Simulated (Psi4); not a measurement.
C2H6N, doublet, at a GFN2-xTB geometry; CCSD(T)/6-31G* (Psi4 1.11).

Input for Psi4:
```
memory 2 GB

molecule {
0 2
C     1.23129600   -0.25669769   -0.09655273
C    -0.05799116    0.17393746    0.49940779
N    -1.20100732    0.14966202   -0.31016964
H     1.64723200    0.48863493   -0.78864494
H     1.96813276   -0.42204686    0.68733552
H     1.10338449   -1.18365188   -0.65721155
H    -0.05524989    0.94758192    1.24931036
H    -2.06668125    0.26362547    0.19896649
H    -1.22959588   -0.64521633   -0.93569883
}

set {
  basis 6-31g*
  reference uhf
  freeze_core true
  mp2_type conv
  scf_type pk
  puream true
  d_convergence 1e-8
}

energy('ccsd(t)')
print_variables()
```

**Question.** Write the output that Psi4 gives for this input, abridged.

**Answer.** 
```
   => Loading Basis Set <=

    Name: 6-31G*
    Role: ORBITAL
    Keyword: BASIS

         ---------------------------------------------------------
                                   SCF
               by Justin Turney, Rob Parrish, Andy Simmonett
                          and Daniel G. A. Smith
                              UHF Reference
         ---------------------------------------------------------

  ==> Geometry <==

    Molecular point group: c1
    Full point group: C1

    Geometry (in Angstrom), charge = 0, multiplicity = 2:

       Center              X                  Y                   Z               Mass
    ------------   -----------------  -----------------  -----------------  -----------------
         C            1.262174882329    -0.269120399854    -0.102070657403    12.000000000000
         C           -0.027112277671     0.161514750146     0.493889862597    12.000000000000
         N           -1.170128437671     0.137239310146    -0.315687567403    14.003074004430
         H            1.678110882329     0.476212220146    -0.794162867403     1.007825032230
         H            1.999011642329    -0.434469569854     0.681817592597     1.007825032230
         H            1.134263372329    -1.196074589854    -0.662729477403     1.007825032230
         H           -0.024371007671     0.935159210146     1.243792432597     1.007825032230
         H           -2.035802367671     0.251202760146     0.193448562597     1.007825032230
         H           -1.198716997671    -0.657639039854    -0.941216757403     1.007825032230

  Running in c1 symmetry.

  Rotational constants: A =      1.42931  B =      0.30418  C =      0.26630 [cm^-1]
  Rotational constants: A =  42849.71878  B =   9119.10948  C =   7983.61288 [MHz]
  Nuclear repulsion =   76.513591728052020

  Charge       = 0
  Multiplicity = 2
  Electrons    = 25
  Nalpha       = 13
  Nbeta        = 12

  ==> Algorithm <==

  SCF Algorithm Type is PK.
  DIIS enabled.
  MOM disabled.
  Fractional occupation disabled.
  Guess Type is SAD.
  Energy threshold   = 1.00e-08
  Density threshold  = 1.00e-08
  Integral threshold = 1.00e-12

  ==> Primary Basis <==

  Basis Set: 6-31G*
    Blend: 6-31G*
    Number of shells: 30
    Number of basis functions: 54
    Number of Cartesian functions: 57
    Spherical Harmonics?: true
    Max angular momentum: 2

  ==> Integral Setup <==

  Using in-core PK algorithm.
   Calculation information:
      Number of atoms:                   9
      Number of AO shells:              30
      Number of primitives:             69
      Number of atomic orbitals:        57
      Number of basis functions:        54

      Integral cutoff                 1.00e-12
      Number of threads:                 1

  Performing in-core PK
  Using 2206710 doubles for integral storage.
  We computed 107328 shell quartets total.
  Whereas there are 108345 unique shell quartets.

  ==> DiskJK: Disk-Based J/K Matrices <==

    J tasked:                  Yes
    K tasked:                  Yes
    wK tasked:                  No
    Schwarz Cutoff:          1E-12

  Minimum eigenvalue in the overlap matrix is 7.5195152354E-03.
  Reciprocal condition number of the overlap matrix is 1.5580187258E-03.
    Using symmetric orthogonalization.

  ==> Pre-Iterations <==

  SCF Guess: Superposition of Atomic Densities via on-the-fly atomic UHF (no occupation information).

   -------------------------
    Irrep   Nso     Nmo
   -------------------------
     A         54      54
   -------------------------
    Total      54      54
   -------------------------

  ==> Iterations <==

                        Total Energy        Delta E     RMS |[F,P]|

   @UHF iter SAD:  -132.90403843750997   -1.32904e+02   0.00000e+00
   @UHF iter   1:  -133.52674203886991   -6.22704e-01   7.04509e-03 ADIIS/DIIS
   @UHF iter   2:  -133.60879965694625   -8.20576e-02   3.00515e-03 ADIIS/DIIS
   @UHF iter   3:  -133.62251842771340   -1.37188e-02   7.81374e-04 ADIIS/DIIS
[...]
  @UHF Final Energy:  -133.62504696301383
    Total Energy =                       -133.6250469630138298
[...]
              8  13         0.0151204996
              8   6        -0.0119685484
              8   1        -0.0092279051
              8  14        -0.0089267453
              5  13        -0.0075295789
              3  21        -0.0054427627
              6  19        -0.0054152759
              4   0         0.0052401825

    Largest TIJAB Amplitudes:
      9   7  10   6        -0.0075548245
      9   4  13   7        -0.0065320344
      6   5   9   4        -0.0064438546
      7   6   7   6        -0.0063513052
      9   4  26   7         0.0062854029
      7   6  12   9        -0.0062028140
      7   6   9   6         0.0060882895
      7   6   9   7         0.0059145100
      7   5   8   4        -0.0057647784
      9   7  15  10         0.0056341444

    Largest Tijab Amplitudes:
      8   4   8   0         0.0155995384
      8   6   8   0        -0.0103528906
      7   5   7   0         0.0082554877
      8   6   9   0        -0.0079456652
      6   5  11   4         0.0077890499
      6   5  10   6         0.0072387185
      8   3   7   0        -0.0071120362
      6   5   7   0         0.0070073402
      5   4   8   0        -0.0067376495
      7   5  12   6         0.0065683800

    Largest TIjAb Amplitudes:
      8   8  14  15         0.0190451406
      6   6   4   4         0.0189937674
      4   8   7   0         0.0188146169
      4   4   7   8         0.0181380897
      7   7   6   7        -0.0170315450
      5   5   4   6         0.0169311992
      5   5   5   6         0.0165889045
      6   6  19  19        -0.0145503567
      9   8  13   0         0.0145251728
      3   3   1   2        -0.0138789992

    SCF energy       (wfn)                    = -133.625046963013830
    Reference energy (file100)                = -133.625046963013773

    Opposite-spin MP2 correlation energy      =   -0.303576079597803
    Same-spin MP2 correlation energy          =   -0.096965352963250
    Singles MP2 correlation energy            =   -0.000000000000000
    MP2 correlation energy                    =   -0.400541432561053
      * MP2 total energy                      = -134.025588395574829

    Opposite-spin CCSD correlation energy     =   -0.349405534006307
    Same-spin CCSD correlation energy         =   -0.090697377198788
    Singles CCSD correlation energy           =    0.000000000000000
    CCSD correlation energy                   =   -0.440102911205095
      * CCSD total energy                     = -134.065149874218861

            **************************
            *                        *
            *        CCTRIPLES       *
            *                        *
            **************************

    Wave function   =    CCSD_T
    Reference wfn   =      UHF

    Nuclear Rep. energy (wfn)                =   76.513591728052020
    SCF energy          (wfn)                = -133.625046963013830
    Reference energy    (file100)            = -133.625046963013773
    CCSD energy         (file100)            =   -0.440102911205095
    Total CCSD energy   (file100)            = -134.065149874218861

    Number of ijk index combinations:
    Spin Case AAA:                                 120
    Spin Case BBB:                                  84
    Spin Case AAB:                                 405
    Spin Case ABB:                                 360
    AAA (T) energy                             =   -0.000244370332412
    BBB (T) energy                             =   -0.000237451582778
    AAB (T) energy                             =   -0.005207199210870
    ABB (T) energy                             =   -0.004777751318355
    (T) energy                                   =   -0.010466772444415
      * CCSD(T) total energy                     = -134.075616646663292

  Variable Map:
  ----------------------------------------------------------------------------
[...]
  Array Variable Map:
  ----------------------------------------------------------------------------
[...]
[...]
```
